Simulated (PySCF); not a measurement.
GaH7Si2, SMILES [SiH3][GaH][SiH3].

Coordinates come from a ωB97X-D3(BJ)/def2-SVP optimisation.

These are ωB97X-D3(BJ)/def2-SVP (PySCF 2.14.0) values and carry that method's errors.

Frequencies are harmonic and unscaled.

| mode | ν (cm⁻¹) | IR (km/mol) | Raman (Å⁴/amu) | depolarisation | moving atoms (share of kinetic energy) |
|---|---|---|---|---|---|
| 1 | 16 | 0.2 | 0.4 | 0.75 | H 89 % |
| 2 | 27 | 0.5 | 0.4 | 0.75 | H 86 %, Si 9 % |
| 3 | 81 | 2.0 | 1.1 | 0.59 | Si 46 %, H 32 %, Ga 22 % |
| 4 | 303 | 53.4 | 10.9 | 0.75 | H 96 % |
| 5 | 317 | 1.6 | 32.8 | 0.14 | Si 72 %, Ga 16 %, H 12 % |
| 6 | 370 | 32.0 | 6.9 | 0.75 | Si 48 %, Ga 36 %, H 16 % |
| 7 | 404 | 0.0 | 12.6 | 0.41 | H 89 %, Si 11 % |
| 8 | 420 | 18.4 | 1.0 | 0.75 | H 88 %, Si 9 % |
| 9 | 518 | 2.4 | 0.6 | 0.75 | H 83 %, Si 10 % |
| 10 | 522 | 4.5 | 14.8 | 0.72 | H 84 %, Si 13 % |
| 11 | 634 | 201.9 | 7.0 | 0.75 | H 93 % |
| 12 | 876 | 406.4 | 5.3 | 0.75 | H 90 %, Si 9 % |
| 13 | 900 | 102.2 | 4.0 | 0.51 | H 91 %, Si 9 % |
| 14 | 948 | 25.4 | 27.7 | 0.75 | H 98 % |
| 15 | 951 | 56.1 | 27.6 | 0.75 | H 98 % |
| 16 | 957 | 0.5 | 40.7 | 0.75 | H 97 % |
| 17 | 960 | 86.0 | 10.6 | 0.75 | H 98 % |
| 18 | 1967 | 244.0 | 214.7 | 0.22 | H 99 % |
| 19 | 2218 | 154.8 | 13.0 | 0.75 | H 98 % |
| 20 | 2220 | 9.4 | 343.6 | 0.18 | H 97 % |
| 21 | 2233 | 131.6 | 53.0 | 0.75 | H 97 % |
| 22 | 2235 | 68.4 | 287.2 | 0.11 | H 97 % |
| 23 | 2239 | 126.1 | 102.8 | 0.75 | H 96 % |
| 24 | 2241 | 105.6 | 236.1 | 0.46 | H 96 % |
